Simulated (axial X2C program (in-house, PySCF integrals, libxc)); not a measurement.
**Which molecule has these constants?**

Calculated with an in-house relativistic program for diatomic molecules, spin-free (one-electron X2C) or two-component (2c: spin–orbit coupling with atomic mean-field Coulomb and Gaunt terms, which also bring small scalar terms), in Dyall basis sets with cores contracted in-house; open shells are unrestricted.

A two-component CCSD(T) calculation in a Dyall 3-zeta basis gave Re = 1.624 Å, ωe = 1739.3 cm⁻¹, De = 2.36 eV, Ω = 0.

Task: Which molecule is it?
A. AgH
B. NaAg
C. LiAg

Result: A. The others have LiAg 2.393 Å and 381.1 cm⁻¹ (Ω = 0); NaAg 2.689 Å and 203.9 cm⁻¹ (Ω = 0).

Frozen shells (counts by l): AgH Ag 4s3p1d, H none, 12 electrons correlated; LiAg Ag 4s3p1d, Li 1s, 12 electrons correlated; NaAg Ag 4s3p1d, Na 2s1p, 12 electrons correlated. Coupled cluster in natural virtuals with an MP2 remainder. Where the outer core of a metal is frozen, bonds come out longer and ionisation energies lower.

Each entry is the lowest single determinant of a limited PBE0 search at one distance. De goes to single-determinant-based atoms at the same level (for ions the charge split of lowest energy) and is withheld (n/a) where an atom does not fit its ground term or J level. Main or longest-lived isotopes. One determinant is a doubtful description, or other states lie close, for AgH, LiAg, NaAg; these need not be ground states, and all values refer to the states named.
